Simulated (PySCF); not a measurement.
EPR parameters of C3H5ClFSi

Compound: C3H5ClFSi (doublet state).
SMILES with atom numbers: `[F:1][C@@H:2]1[C:3]([Cl:4])[C@@H:5]1[SiH3:6]` (hydrogens: H7 on C2; H8 on C5; H9, H10, H11 on Si6)

The calculation used UKS B3LYP, pcH-1 on C Cl F H Si, non-relativistic, mean-field spin-orbit, GIAO in PySCF 2.14.0. Geometry: GFN2-xTB; no solvent, vibrations or thermal averaging. Couplings are sensitive to structure, and on GFN2-xTB geometries they can be far from those on DFT ones. No stability test was run, so a lower SCF solution isn't excluded.

| Quantity | Value |
| --- | --- |
| g1, g2, g3 | 2.00173, 2.00892, 2.00951 |
| g_iso | 2.00672 |
| Form of g | close to axial: the two nearest values differ by 8 % of g3 − g1 |
| ⟨S²⟩ | 0.7533 (exact 0.7500) |
| Basis functions | 220 |

Hyperfine couplings atom by atom, in MHz; T1 to T3 are the principal values of the dipolar part; ρ(0) is the spin density at the nucleus:

```tsv
atom	isotope	a_iso	of which spin–orbit	T1	T2	T3	Mulliken spin population	ρ(0) (bohr⁻³)
F1	19F	27.9	0.6	-55.2	-39.2	94.4	0.01	0.0065
C2	13C	6.2	0.0	-5.2	0.5	4.7	-0.01	0.0055
C3	13C	349.5	0.5	-68.2	-64.8	132.9	0.79	0.3104
Cl4	35Cl	16.0	0.1	-30.5	-22.5	53.0	0.10	0.0362
C5	13C	-17.6	0.0	-8.7	-3.9	12.6	0.00	-0.0157
Si6	29Si	-26.3	0.1	-10.5	5.0	5.5	0.04	0.0297
H7	1H	38.5	0.0	-6.2	-3.0	9.3	0.01	0.0086
H8	1H	100.3	0.0	-7.0	-4.5	11.6	0.04	0.0224
H9	1H	-1.5	0.0	-2.4	-0.9	3.3	0.00	-0.0003
H10	1H	-1.6	0.0	-1.5	-1.1	2.6	0.00	-0.0004
H11	1H	11.3	0.0	-1.7	-0.8	2.5	0.01	0.0025
```

The Mulliken spin populations are largest on C3 (+0.79) and Cl4 (+0.10). No atom but C3 exceeds +0.15. The angles at C3 add up to 322.6°, so it is pyramidal.

Under fast tumbling the dipolar parts average out, and these isotropic splittings remain: 1 × 1H (H8, I = 1/2, 2 lines) with 3.57 mT, 1 × 1H (H7, I = 1/2, 2 lines) with 1.37 mT, 1 × 19F (F1, I = 1/2, 2 lines) with 0.99 mT, 1 × 35Cl (Cl4, I = 3/2, 4 lines) with 0.57 mT and 3 × 1H (H9/H10/H11, I = 1/2, 4 lines) with 0.10 mT.

Nuclei that the bonding pattern makes equivalent are averaged, as if the motion that swaps them (rotation, inversion, ring flip) were fast. The three 1H nuclei of mean +2.7 MHz run from -1.6 to 11.3 MHz in the frozen geometry.

Main isotope only: 35Cl (natural samples also hold 24 % 37Cl, magnetic too, which adds its own pattern).

The 13C coupling of C3 (349.5 MHz) shows only in satellite lines or after enrichment, since that isotope makes up about 1.07 % of natural carbon.

The 29Si coupling of Si6 (-26.3 MHz) shows only in satellite lines or after enrichment, since that isotope makes up about 4.7 % of natural silicon.

On one thread, Arm Neoverse V1 (aarch64), shared host, this took 52 s wall (with the writing of density and orbital grids) and 0.77 GiB of memory at its peak.
